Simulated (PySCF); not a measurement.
Species: C6H10FN.
Numbering: `[H]/[N:7]=[C:6]1\[CH2:5][CH2:4][C@:2]([CH3:1])([F:3])[CH2:8]1`

Structure used (GFN2-xTB), in Å, numbered top down from 1:
```xyz
18
C6H10FN angstrom
C     -2.1526    0.6220    0.1854
C     -0.7227    0.4558   -0.3026
F     -0.5870    1.2376   -1.4535
C     -0.3445   -0.9839   -0.6725
C      1.1803   -1.0106   -0.5971
C      1.5307   -0.0014    0.4728
N      2.5969    0.1411    1.1169
C      0.3473    0.9009    0.6983
H     -2.3430    1.6655    0.4250
H     -2.8456    0.3133   -0.5943
H     -2.3193    0.0162    1.0711
H     -0.7766   -1.6663    0.0598
H     -0.7236   -1.2416   -1.6605
H      1.5838   -2.0000   -0.3801
H      1.6129   -0.6632   -1.5391
H      3.3350   -0.5223    0.8920
H      0.6250    1.9433    0.5426
H     -0.0056    0.7999    1.7243
```

NICS = −σ at a ghost point: NICS(0) at the centroid of the ring atoms, NICS(1) 1 Å to either side along the normal of their mean plane, zz for the tensor component along that normal. Level: GIAO PBE0/pcSseg-1 (PySCF, non-relativistic, gas phase) on the GFN2-xTB geometry, one conformer.

Ring bond lengths (Å), with Mayer bond orders in brackets: C2–C4 1.534 (0.97), C4–C5 1.527 (1.01), C5–C6 1.512 (0.98), C6–C8 1.505 (0.96), C8–C2 1.531 (0.95).

Question: Give the NICS values of each ring in ppm.

Answer: 
```json
{"ring": "C2–C4–C5–C6–C8", "type": "5-membered carbocycle; formal bonds all single", "NICS(0)": "0.3", "NICS(1), two faces": "-1.5 / -2.9", "NICS(1)zz, two faces": "-0.5 / -2.9", "rms pucker (Å)": "0.14", "centre to ring atoms, mean (Å)": "1.28"}
```

Question: What do they say, and how far can they be read as aromaticity?

Answer: 
- C2–C4–C5–C6–C8: mean NICS(1)zz -1.7 ppm, near zero. C2, C4, C5, C8 have four or more neighbours, so the value isn't read as a sign of a π ring current.

Question: What is the mean of the two in-plane components of NICS at the second NICS(1) probe listed for ring C2–C4–C5–C6–C8, 1 Å off the ring?

Answer: The isotropic value is a third of the trace: (3 × -2.9 − (-2.9))/2 = -2.9 ppm.

Question: Give the inner angles of the rings and the Hirshfeld charges of the ring atoms.

Answer: 
- C2–C4–C5–C6–C8: C2 105.0° (+0.111 e), C4 104.5° (-0.080 e), C5 104.8° (-0.078 e), C6 108.9° (+0.098 e), C8 106.1° (-0.086 e); sum 529.2° against 540° for a flat convex ring.

Question: How shielded are the nuclei of the rings and their hydrogens (means over atoms taken as equivalent)?

Answer: 
```csv
atoms,environment,σ isotropic (ppm),"principal values of the symmetric part, first atom (ppm)"
C2,sp3 C–F carbon,83.3,"61.2, 65.5, 123.1"
C4,ring CH2 carbon,145.8,"125.1, 138.8, 173.4"
C5,ring CH2 carbon,147.6,"118.2, 149.0, 175.7"
C6,imine carbon,-3.6,"-104.5, 1.7, 92.1"
C8,ring CH2 carbon,135.6,"117.1, 129.4, 160.3"
H12,methylene hydrogen,30.05,"25.4, 29.8, 34.9"
H13,methylene hydrogen,29.51,"25.9, 28.3, 34.4"
H14,methylene hydrogen,29.67,"25.7, 28.5, 34.9"
H15,methylene hydrogen,28.89,"25.3, 27.5, 33.8"
H17,methylene hydrogen,28.69,"25.4, 27.8, 32.8"
H18,methylene hydrogen,29.27,"25.2, 29.1, 33.5"
```
